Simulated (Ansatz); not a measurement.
Task: Name a neutral molecule of B, C, F, N, Si and H with HOMO–LUMO gap (PBE/def2-TZVPP) between 5.15 and 5.45 eV and size of the dipole moment (B3LYP/def2-TZVPP) between 1.05 and 1.35 D (Ansatz, PBE0-D4/def2-TZVP geometry).

Result: `NB([SiH3])CF` (5.32 eV, 1.20 D). Other molecules can fit too; these were computed, each in one conformer that needn't be the lowest.

B3LYP here is the variant with VWN-RPA as its local correlation; programs differ in this.
